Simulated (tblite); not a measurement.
Compound: C₅H₆F₃S (doublet state).
Z-matrix (Å and degrees, GFN2-xTB geometry), rows numbered from 1:
```
F 
C   1  1.3456
F   2  1.3550  1  108.54
C   2  1.5135  1  115.82  3   129.83
F   4  1.3790  2  112.01  1   -11.06
C   4  1.5340  2  108.21  1   108.99
C   6  1.5308  4  108.25  2   -48.20
S   7  1.8320  6   90.29  4    86.17
C   6  1.5282  4  108.27  2    53.05
H   4  1.0987  2  109.73  1  -129.70
H   6  1.0912  4  110.95  2  -177.21
H   7  1.0873  6  113.62  4  -161.99
H   7  1.0867  6  116.50  4   -31.38
H   9  1.0875  6  113.54  4   162.16
H   9  1.0868  6  116.95  4    31.25
```

Computed with GFN2-xTB (tblite): harmonic, unscaled wavenumbers at the GFN2-xTB geometry, gas phase. Against measured fundamentals such values can be off by several per cent, at times by over 20. One conformer, not necessarily the lowest. Open shells enter through the occupations alone, without spin polarisation, and single modes of such species can be off by tens of per cent.

Harmonic wavenumbers (cm⁻¹): 51.2, 103.7, 150.8, 195.7, 237.5, 250.2, 341.6, 376.2, 452.9, 521.6, 584.7, 646.2, 712.7, 792.7, 829.6, 854.8, 895.0, 966.2, 989.4, 1012.5, 1030.6, 1039.2, 1087.6, 1114.9, 1168.3, 1177.7, 1195.0, 1208.1, 1247.9, 1268.5, 1298.2, 1433.3, 1442.5, 2903.2, 2978.6, 3014.1, 3017.9, 3024.0, 3032.2.

A = 1872, B = 1303, C = 1071 MHz; mass 155.014 u (most abundant isotopes); point group C1, symmetry number 1; spin multiplicity 2.

Problem. Zero-point energy?

Solution. ½Σν̃ = 22324 cm⁻¹ = 267.05 kJ/mol.

Problem. Entropy at 200 K, 1 bar (ideal gas, RRHO, classical rotation)?

Solution. Translation 163.46, rotation 117.19, vibration 60.60, spin (R ln 2) 5.76: S = 347.0 J/(mol K).

Problem. And Cp and H(200 K) − H(0)?

Solution. Cp = 104.27 J/(mol K), of which vibrations give 71.01 (their classical limit is 39 R = 324.3); H(200 K) − H(0) = 13.52 kJ/mol without the zero-point energy, 6.86 from vibrations.

Problem. Blend soft modes into free rotors: weight 1/[1 + (100 cm⁻¹/ν̃)⁴] for the oscillator and the rest for a rotor with moment μB/(μ + B), μ = h/(8π²ν), B = 10⁻⁴⁴ kg m². What vibrational entropy results?

Solution. 57.19 J/(mol K) in place of 60.60, which changes −T·S at 200 K by +0.68 kJ/mol.

Problem. Which modes carry the vibrational entropy at 200 K?

Solution. 51.2 cm⁻¹: 16.67; 103.7 cm⁻¹: 10.94; 150.8 cm⁻¹: 8.03; 195.7 cm⁻¹: 6.12; 237.5 cm⁻¹: 4.80; 250.2 cm⁻¹: 4.47 J/(mol K); the other 33 give 9.57 together.

Hindered rotation and anharmonicity are outside this model. Other conformers, if any are populated, would add a mixing term that is left out. The structure is chiral; the term R ln 2 for an equal mix with its mirror image is left out.
